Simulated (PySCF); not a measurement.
# Dipole response of Bi²⁺ (bismuth, charge +2)

[Xe] 4f14 5d10 6s2 6p1, 2P determinant. Computed with PySCF 2.14 in aug-cc-pVQZ-PP with one added diffuse shell each of s, p, d, f, g type with ECP60MDF (8s8p6d4f3g, 117 functions), with a scalar-relativistic core potential. Coupled (time-dependent) response in atomic units; α is the mean over directions.

| method | mean α (bohr³) | α xx, yy, zz | C₆ (like pair) | S(−4) |
| --- | --- | --- | --- | --- |
| LC-wPBE | 16.03 | 15.17, 17.76, 15.17 | 117.1 | 64.09 |

S(−4) is the Cauchy moment in α(ω) = α(0) + S(−4) ω² + …

Spin-orbit coupling is absent.

α(iu) at LC-wPBE:

```csv
u (hartree),α(iu) (bohr³)
0,16.03
0.0500,15.87
0.100,15.42
0.200,13.90
0.300,12.07
0.500,8.852
0.750,6.269
1.00,4.734
1.50,3.072
2.00,2.192
3.00,1.282
5.00,0.5797
```

A single London oscillator, α(iu) = α/(1 + u²/ω²), gives C₆ = (3/4) ω α². Matching the computed C₆ needs ω = 4 × 117.1 / (3 × 16.03²) = 0.608 hartree.

For an ion, C₆ is the dispersion term alone; charge-induced terms of lower order in 1/R come first.

The components differ because the open shell of this determinant is not spherical; for a pure term their mean is the scalar polarisability.

Energies and moments cover only the electrons outside the core potential. Spin-orbit coupling, absent here, splits the open shell strongly.
